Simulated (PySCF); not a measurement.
Ce(OH)3 at several levels of theory

Computed with PySCF 2.14.0 (density fitting, no spin-orbit coupling) at the geometry relaxed with TPSS:

```xyz
7
Ce(OH)3 (singlet in the valence; each metal's 4f electrons, 1 of them, lie in its core potential, out of spins and levels)
Ce    0.0000    0.0000   -0.3659
O     2.1175    0.0000    0.0631
H     3.0258    0.0000    0.3960
O    -1.0587    1.8338    0.0631
H    -1.5129    2.6205    0.3960
O    -1.0588   -1.8338    0.0631
H    -1.5129   -2.6204    0.3960
```

```csv
level,basis,state,HOMO (eV),gap (eV),charge on Ce1 (e),population of f-type functions on Ce1 (polarisation alone where 4f lies in the core),dipole about the centre of mass (D),largest force component (eV/Å)
TPSS,"Ce lcecp-1-SVP with ECP47, O def2-SVP, H def2-SVP",singlet,-5.82,4.14,1.06,0.09,1.42,0.00
TPSS,"Ce lcecp-1-TZVP with ECP47, O def2-TZVP, H def2-TZVP",singlet,-6.14,4.40,1.62,0.12,1.66,0.32
```

In the lcecp rows the 4f levels are missing from HOMO and gap, and the state counts the valence alone.

Charges are Mulliken's, which hang on the basis. The relaxation used the grid (50, 194), these runs (75, 302) or, all-electron (x2c bases, spin-free X2C Hamiltonian), (99, 590).

Problem. Order these levels, in the first row's basis, by the HOMO–LUMO gap they give here, smallest first.
A. CAM-B3LYP
B. M06-L
C. B3LYP
D. r2SCAN

Solution. D (4.63 eV), B (4.99 eV), C (5.54 eV), A (8.20 eV).

Problem. And their other results?

Solution. 
| level | state | HOMO (eV) | gap (eV) | charge on Ce1 (e) | population of f-type functions on Ce1 (polarisation alone where 4f lies in the core) | dipole about the centre of mass (D) | largest force component (eV/Å) |
| --- | --- | --- | --- | --- | --- | --- | --- |
| CAM-B3LYP | singlet | -8.84 | 8.20 | 1.15 | 0.10 | 1.55 | 0.42 |
| r2SCAN | singlet | -6.09 | 4.63 | 1.14 | 0.09 | 1.49 | 0.36 |
| M06-L | singlet | -5.87 | 4.99 | 1.31 | 0.09 | 1.60 | 0.56 |
| B3LYP | singlet | -7.10 | 5.54 | 1.11 | 0.10 | 1.49 | 0.35 |

In the first row's basis the gap widens with exact exchange: 4.1 to 5.0 eV for TPSS, r2SCAN, M06-L (none); 5.5 eV for B3LYP (a fixed share); 8.2 eV for CAM-B3LYP (rising or full at long range).

No frequency check is given that shows the relaxed geometry to be a minimum. An lcecp potential fixes the number of 4f electrons, so in runs with it no electron can move into or out of that shell.
